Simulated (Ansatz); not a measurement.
Calculated with Ansatz (gas phase, PBE0-D4/def2-TZVP geometries, no zero-point term in ΔE). CCSD(T)/CBS adds triple-zeta CCSD(T) − MP2 to the extrapolated MP2 energy (def2 sets, frozen cores). Functionals use def2-TZVPP. B3LYP here is the variant with VWN-RPA as its local correlation; programs differ in this. For Ge, Se outer-core shells are correlated without core-valence functions, which leaves a few kJ/mol of doubt a bond. Scalar relativity is left out up to krypton. Each species was taken in one conformer, which may not be the lowest.

`C[SiH2][Se]C=O` + `O=C(S)[NH][GeH3]` → `O=C[Se]C(=O)S` + `C[SiH2][NH][GeH3]`  (redistribution)

```tsv
level	ΔE (kJ/mol)	difference from CCSD(T)/CBS
PBE-D4	75.4	2.2
r2SCAN-D4	77.1	3.9
PBE0-D4	84.2	11.0
B3LYP-D4	71.5	-1.7
ωB97X-V	82.2	9.0
ωB97M-V	78.0	4.8
B2PLYP	72.4	-0.8
PBE	77.1	3.9
r2SCAN	77.5	4.3
PBE0	85.6	12.4
B3LYP	74.3	1.1
HF/def2-TZVPP	92.3	19.1
MP2/def2-TZVPP	70.6	-2.6
SCS-MP2/def2-TZVPP	68.0	-5.2
CCSD/def2-TZVPP	74.4	1.2
CCSD(T)/def2-TZVPP	70.8	-2.4
HF/def2-QZVPP	90.4	17.2
MP2/def2-QZVPP	71.3	-1.9
SCS-MP2/def2-QZVPP	68.8	-4.4
HF/CBS(def2)	90.1	16.9
MP2/CBS(def2)	73.0	-0.2
CCSD/CBS(def2)	76.8	3.6
CCSD(T)/CBS	73.2	0
```

Largest T1 diagnostic among the species: 0.017.

In def2-TZVPP, CCSD(T) changes the Hartree–Fock value by −21.6 kJ/mol (the triples alone add −3.6 kJ/mol) and MP2 by −21.7 kJ/mol. From PBE to PBE0 (25 % exact exchange), in def2-TZVPP and without D4, ΔE moves by +8.5 kJ/mol.
